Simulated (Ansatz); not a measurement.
FH$_{5}$SiSn (`F[SiH2][SnH3]`). The species carries charge 0 and has multiplicity 1. Sn takes the def2 core potential.

Cartesian coordinates in Å:
```
F 1.5526 1.2994 1.2300
Si 0.9349 -0.1462 0.8976
Sn -0.9112 0.1075 -0.8687
H 2.0426 -1.0085 0.4106
H 0.4054 -0.7124 2.1652
H -2.1697 1.1059 -0.2952
H -0.2894 0.7822 -2.3065
H -1.5653 -1.4279 -1.2330
```

Q: List the harmonic frequencies (cm⁻¹, unscaled) at PBE0-D4/def2-TZVP in Ansatz. (An estimate is asked.)

A: Ansatz gave: 61, 139, 299, 312, 397, 525, 665, 728, 729, 733, 849, 882, 944, 1937, 1946, 1948, 2220, 2232.

Q: Is this a minimum?

A: Yes, all 18 modes are real.

Q: Give the ideal-gas thermochemistry at 298.15 K and 1 bar (rigid rotor, harmonic oscillator; point group Cs, symmetry number 1).

A: Zero-point energy 105.0 kJ/mol; H(298) − E = 123.9 kJ/mol; entropy 339.2 J/(mol·K), of which translation 173.0, rotation 111.1, vibration 55.2; G(298) − E = 22.7 kJ/mol. Modes under 100 cm⁻¹ are hindered rotations or soft bends, so the harmonic entropy is rough.

Q: And at 400, 500, 600, 800 and 1000 K?

A: 
```tsv
T (K)	H − E (kJ/mol)	S (J/mol/K)	G − E (kJ/mol)
400	134.4	369.4	-13.4
500	146.0	395.4	-51.7
600	158.7	418.5	-92.4
800	186.6	458.5	-180.2
1000	216.8	492.1	-275.4
```
